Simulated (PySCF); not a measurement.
Compound: C4H10GeO.
Structure used (PBE0-D3(BJ)/def2-SVP), in Å, numbered top down from 1:
```
atom  x, y, z in Å
C1    -2.8228   -1.4213   -0.1733
C2    -2.5220    0.0110   -0.4719
C3    -1.3204    0.5842   -0.6021
C4     0.0168   -0.0742   -0.4933
O5     0.8854    0.7702    0.2224
Ge6    2.5580    0.2387    0.5360
H7    -3.2890   -1.9153   -1.0429
H8    -3.5443   -1.5055    0.6555
H9    -1.9278   -2.0006    0.0939
H10   -3.3979    0.6568   -0.6078
H11   -1.2657    1.6548   -0.8287
H12   -0.0707   -1.0673   -0.0103
H13    0.4098   -0.2600   -1.5171
H14    3.2882    0.0340   -0.8089
H15    3.1836    1.3722    1.3552
H16    2.5221   -1.0906    1.3198
```

Method used: PySCF, TDDFT wB97X-D/def2-SVPD, vertical, gas phase, core orbitals frozen in the response. Relativistic effects, spin–orbit coupling among them, are left out although an element past zinc is present.

Computed states:

```csv
state,E (eV),f
S1,6.59,0.042
S2,7.11,0.188
S3,7.20,0.259
S4,7.47,0.039
S5,7.55,0.015
S6,7.68,0.033
S7,7.90,0.021
S8,8.05,0.025
S9,8.10,0.0052
S10,8.16,0.121
```

Each state is given a Gaussian of 0.4 eV full width at half maximum, with ε(max) = 2.175×10⁸ f / Δν̃ (Δν̃ the width in cm⁻¹). The width is an assumption, not a result. The curve ends short of the highest state used, and states not computed would add to its high-energy end.

(1) What does the envelope look like, and where are its maxima?

(2) Coming from long wavelengths, where does ε first pass 100 L mol⁻¹ cm⁻¹?

(3) On this curve, what absorbance would a 10⁻⁵ mol/L sample give at 193 nm over a 1 cm path?

Answers

(1) 
| λ (nm) | ε (L mol⁻¹ cm⁻¹) |
| --- | --- |
| 164.0 | 7721 |
| 165.5 | 10200 |
| 167.0 | 14056 |
| 168.5 | 19147 |
| 169.9 | 24153 |
| 171.4 | 28283 |
| 172.9 | 29703 |
| 174.4 | 27859 |
| 175.9 | 23378 |
| 177.4 | 17669 |
| 178.8 | 12528 |
| 180.3 | 8162 |
| 181.8 | 5311 |
| 183.3 | 3808 |
| 184.8 | 3220 |
| 186.3 | 3079 |
| 187.7 | 3029 |
| 189.2 | 2866 |
| 190.7 | 2530 |
| 192.2 | 2064 |
| 193.7 | 1552 |
| 195.2 | 1079 |
| 196.6 | 718 |
| 198.1 | 432 |
| 199.6 | 243 |
| 201.1 | 128 |
| 202.6 | 63 |
| 204.1 | 29 |
| 205.5 | 14 |
| 207.0 | 6 |

Maxima: 173 nm (7.18 eV), ε about 30000, made up of S2 (40%) and S3 (58%) (ε in L mol⁻¹ cm⁻¹; maxima over ε = 5, shares over 10%).

(2) At about 202 nm (6.15 eV), 0.44 eV below S1.

(3) 193 nm is 6.424 eV, where ε is about 1800 L mol⁻¹ cm⁻¹, so A = ε c l ≈ 0.018 (Beer–Lambert, with the gas-phase spectrum and the assumed width).

The vertical ionisation energy (ΔSCF) is 9.10 eV, 0.94 eV above S10.

One conformer stands for the species.
